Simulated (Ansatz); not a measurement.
Gas-phase electronic energies from Ansatz, PBE0-D4/def2-TZVP geometries. CCSD(T)/CBS is the MP2 limit (def2-TZVPP, def2-QZVPP) plus CCSD(T) − MP2 in def2-TZVPP, frozen cores. This one scheme is used for every species, atoms too. Functionals use def2-TZVPP. HSE06 is defined as in plane-wave codes. No spin–orbit coupling; open shells (•) take unrestricted orbitals. Spin–orbit coupling would lower the free atoms: clearly for Ge. For Ge outer-core shells are correlated without core-valence functions, so the limit isn't a true one: a few kJ/mol of doubt a bond, and 10 to 20 or more in all where bonds break to atoms. Scalar relativity is left out up to krypton.

GeH₄ → Ge• + 4 H•  (atomization)

GeH₄:

Z-matrix (Å, degrees):
```
Ge
H 1 1.534
H 1 1.534 2 109.5
H 1 1.534 2 109.5 3 -120.0
H 1 1.534 2 109.5 3 120.0
```

CCSD(T)/CBS gives +1251.4 kJ/mol.

(1) Another level gave +1207.4 kJ/mol. Which?
A. PBE/def2-TZVPP
B. HSE06/def2-TZVPP
C. LC-ωPBE/def2-TZVPP
D. CAM-B3LYP-D4/def2-TZVPP

Largest T1 diagnostic among the species: 0.012.

## Answers

(1) B. HSE06 1207.4, CAM-B3LYP-D4 1246.9, LC-ωPBE 1217.9, PBE 1203.2 kJ/mol.

From PBE to PBE0 (25 % exact exchange), in def2-TZVPP and without D4, ΔE moves by +4.6 kJ/mol. At CCSD(T), def2-SVP lies −69.1 kJ/mol from the extrapolated value and def2-TZVPP −14.6 kJ/mol: correlation converges slowly with the basis, and small sets miss more of it in the bonded molecule than in its fragments. In def2-TZVPP, CCSD(T) changes the Hartree–Fock value by +295.2 kJ/mol (the triples alone add +5.8 kJ/mol) and MP2 by +254.3 kJ/mol; breaking electron pairs costs correlation energy, which Hartree–Fock lacks.

For atomizations the MP2-based limit and the directly extrapolated one differ by several kJ/mol either way, and by 10 to 25 for some Ge, Se and Sn compounds, so smaller differences from it don't rank the levels.
